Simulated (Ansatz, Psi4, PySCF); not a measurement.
Species: CHO, net charge 0, doublet state. SMILES: [CH-]=[O+]
Structure (B3LYP-D3(BJ)/def2-TZVP (Ansatz, an electronic-structure program) minimum search):
```xyz
3

C     -0.0184    -0.0146    -0.5854
O      0.1390     0.0411     0.5745
H     -1.0012    -0.2411    -1.0837
```
Charge 0, spin multiplicity 2.

Quantity: size of the dipole moment, in D. Conventions: no spin-orbit coupling; dispersion terms only where a functional's name holds one; open shells spin-unrestricted; non-relativistic; 6-311+G** with 5d; six Cartesian d functions in 6-31G* and its kin unless marked 5d. First-principles rows: single points at B3LYP-D3(BJ) geometries (Ansatz).

```json
[
 {"level": "PBE/def2-SVP", "program": "Ansatz", "size of the dipole moment (D)": "1.35"},
 {"level": "BLYP/6-31G*", "program": "Ansatz", "size of the dipole moment (D)": "1.36"},
 {"level": "BP86/def2-SVP", "program": "PySCF", "size of the dipole moment (D)": "1.38"},
 {"level": "BP86/6-31G* (5d)", "program": "PySCF", "size of the dipole moment (D)": "1.39"},
 {"level": "B3LYP/STO-3G", "program": "Ansatz", "size of the dipole moment (D)": "1.01"},
 {"level": "B3LYP/6-31G", "program": "Ansatz", "size of the dipole moment (D)": "1.76"},
 {"level": "B3LYP/6-31G*", "program": "Ansatz", "size of the dipole moment (D)": "1.53"},
 {"level": "B3LYP/6-31G**", "program": "Ansatz", "size of the dipole moment (D)": "1.53"},
 {"level": "B3LYP/cc-pVDZ", "program": "Ansatz", "size of the dipole moment (D)": "1.47"},
 {"level": "B3LYP/6-311+G**", "program": "Ansatz", "size of the dipole moment (D)": "1.72"},
 {"level": "PBE0/6-311+G**", "program": "Ansatz", "size of the dipole moment (D)": "1.74"},
 {"level": "M06-2X/6-31G* (5d)", "program": "PySCF", "size of the dipole moment (D)": "1.63"},
 {"level": "M06-2X/6-311+G**", "program": "PySCF", "size of the dipole moment (D)": "1.82"},
 {"level": "wB97X-D/6-311+G**", "program": "Psi4", "size of the dipole moment (D)": "1.78"}
]
```

No value to compare with is used here. The 14 habitual levels span 1.01 (B3LYP/STO-3G) to 1.82 D (M06-2X/6-311+G**).

The levels are drawn from those run, B3LYP/6-31G* more often than the rest, none by its result; left out are runs that failed, that the program found above a lower state of the same kind, or whose <S^2> lies over 0.5 above the pure value.
